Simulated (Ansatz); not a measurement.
One change: `N=C(O)[NH][AlH2]` becomes `[CH3][AlH][C](=N)O`.

Ansatz, PBE0-D4/def2-TZVP geometries, multiplicity 1. Each molecule was computed in one conformer, which needn't be the lowest.

```
                                          property  `N=C(O)[NH][AlH2]`
               LUMO energy (B3LYP/def2-TZVPP) / eV               -1.67
                 HOMO energy (PBE/def2-TZVPP) / eV               -5.89
               HOMO–LUMO gap (PBE/def2-TZVPP) / eV                3.68
                HOMO energy (PBE0/def2-TZVPP) / eV               -7.15
size of the dipole moment (ωB97M-V/def2-TZVPP) / D                2.02
    size of the dipole moment (PBE/def2-TZVPP) / D                1.85
```

(1) Give the same properties after the change, and the shifts. (Estimate.)

## Answers

(1) Ansatz gave: 
| property | `[CH3][AlH][C](=N)O` | shift |
| --- | --- | --- |
| LUMO energy (B3LYP/def2-TZVPP) / eV | -1.95 | -0.28 |
| HOMO energy (PBE/def2-TZVPP) / eV | -5.90 | -0.01 |
| HOMO–LUMO gap (PBE/def2-TZVPP) / eV | 3.39 | -0.29 |
| HOMO energy (PBE0/def2-TZVPP) / eV | -7.27 | -0.12 |
| size of the dipole moment (ωB97M-V/def2-TZVPP) / D | 1.72 | -0.30 |
| size of the dipole moment (PBE/def2-TZVPP) / D | 1.55 | -0.30 |

With PBE0 the HOMO falls by 0.12 eV and the LUMO falls by 0.27 eV, so the gap narrows by about 0.15 eV. PBE moves the HOMO by -0.01 eV and ωB97M-V by -0.15 eV. Dipoles are sizes alone; their direction can turn.

B3LYP here is the variant with VWN-RPA as its local correlation; programs differ in this.
